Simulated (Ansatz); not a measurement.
Si35H36, a nanocrystal cut from cubic silicon. Total charge 0; singlet. Geometry r2SCAN-D4/def2-SVP, basis def2-TZVP, Ansatz.

Cartesian coordinates in Å:
```
Si -3.723 -0.720 0.570
Si -1.223 -3.611 0.427
Si -3.739 -3.112 -2.447
Si -2.500 0.508 -2.864
Si 0.001 -2.383 -3.005
Si -1.224 -1.230 3.421
Si -3.745 1.679 3.578
Si -2.504 2.902 0.145
Si -0.006 2.392 2.998
Si 1.293 -4.138 3.295
Si 2.513 -2.895 -0.140
Si 2.512 -0.513 2.854
Si 0.000 0.000 0.001
Si 1.216 1.221 -3.425
Si 1.212 3.615 -0.416
Si 3.728 0.708 -0.560
Si -1.291 4.139 -3.294
Si 3.743 -1.678 -3.580
Si 3.737 3.114 2.444
Si -3.412 -2.947 -0.124
Si -3.412 -0.547 2.896
Si -0.892 -3.461 2.751
Si -2.186 0.673 -0.538
Si 0.323 -2.225 -0.680
Si -2.191 -1.722 -3.545
Si -0.967 1.910 -3.969
Si 1.553 -1.004 -4.111
Si 0.322 0.163 2.324
Si -2.199 3.063 2.472
Si -0.971 4.296 -0.969
Si 1.547 3.782 1.907
Si 2.831 -2.746 2.187
Si 4.057 -1.515 -1.255
Si 4.056 0.886 1.763
Si 1.542 1.389 -1.102
H -5.114 -0.272 0.215
H -0.998 -5.028 -0.024
H -5.136 -2.688 -2.793
H -3.546 -4.533 -2.887
H -3.902 0.944 -3.186
H 0.213 -3.812 -3.418
H -1.001 -1.113 4.904
H -5.143 2.108 3.239
H -3.556 1.790 5.062
H -3.907 3.312 -0.209
H 0.201 2.476 4.485
H 1.504 -5.563 2.875
H 1.499 -4.041 4.778
H 2.698 -4.320 -0.583
H 2.696 -0.402 4.343
H 2.212 2.115 -4.111
H 2.207 4.486 -1.131
H 4.697 1.608 -1.276
H -2.682 4.579 -3.645
H -0.314 5.031 -4.002
H 3.960 -3.095 -4.024
H 4.731 -0.798 -4.288
H 3.955 3.229 3.924
H 4.723 4.004 1.745
H -4.390 -3.829 0.599
H -4.390 -1.453 3.591
H -1.894 -4.338 3.449
H -2.379 -1.813 -5.033
H -1.167 1.784 -5.453
H 1.328 -1.101 -5.594
H -2.390 4.492 2.895
H -1.175 5.713 -0.514
H 1.321 5.204 2.336
H 4.237 -3.163 2.518
H 5.451 -1.942 -0.891
H 5.450 0.438 2.098
```

| run | HOMO (eV) | LUMO (eV) |
| --- | --- | --- |
| A | -9.13 | 1.25 |
| B | -6.30 | -2.43 |
| C | -6.99 | -1.87 |
| D | -6.09 | -2.53 |

Single mean-field runs in def2-TZVP are fitted with def2-universal-jkfit.

The runs used HF, PBE, PBE0, r2SCAN. Estimate which is which.

A HF (100 % exact exchange); B r2SCAN (0 % exact exchange); C PBE0 (25 % exact exchange); D PBE (0 % exact exchange). Exact exchange lowers occupied and raises empty levels; among semilocal functionals meta-GGAs tend to open the gap a little, and such runs are hard to tell apart. The gap grows from 3.55 eV (PBE) to 10.38 eV (HF).
